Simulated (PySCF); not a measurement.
Atom-mapped SMILES (the numbers label the heavy atoms): `[F:1][Si@@H:2]([SiH3:3])[PH2:4]`. Each H is labelled by its parent atom.

Level of theory: shieldings: GIAO PBE0/pcSseg-1, structure optimised with GFN2-xTB, in PySCF 2.14 (in vacuum, averaged over atoms made equivalent by symmetry, fast rotation or ring inversion, no relativistic terms, single conformer).

Referencing at the same level of theory: $^{1}$H, $^{29}$Si vs TMS; $^{19}$F against CFCl3; $^{31}$P vs H3PO4.

```json
{"atoms": "P4", "nucleus": "$^{31}$P", "count": "1", "δ (ppm)": "-267.4"}
{"atoms": "Si3", "nucleus": "$^{29}$Si", "count": "1", "δ (ppm)": "?"}
{"atoms": "H(P4)", "nucleus": "$^{1}$H", "count": "2", "δ (ppm)": "1.18"}
{"atoms": "Si2", "nucleus": "$^{29}$Si", "count": "1", "δ (ppm)": "39.4"}
{"atoms": "H(Si3)", "nucleus": "$^{1}$H", "count": "3", "δ (ppm)": "3.59"}
{"atoms": "F1", "nucleus": "$^{19}$F", "count": "1", "δ (ppm)": "?"}
{"atoms": "H(Si2)", "nucleus": "$^{1}$H", "count": "1", "δ (ppm)": "6.17"}
```

Q: Estimate the values marked ?.

A: 
- F1: -237.6 ppm, fluorine bonded to Si
- Si3: -108.6 ppm, silicon bonded to Si, 3 H

Unscaled 19F shifts against computed CFCl3 carry errors that often reach 10 to 50 ppm. Experimental scales use liquid or dissolved standards, which lie at an offset from isolated H3PO4.
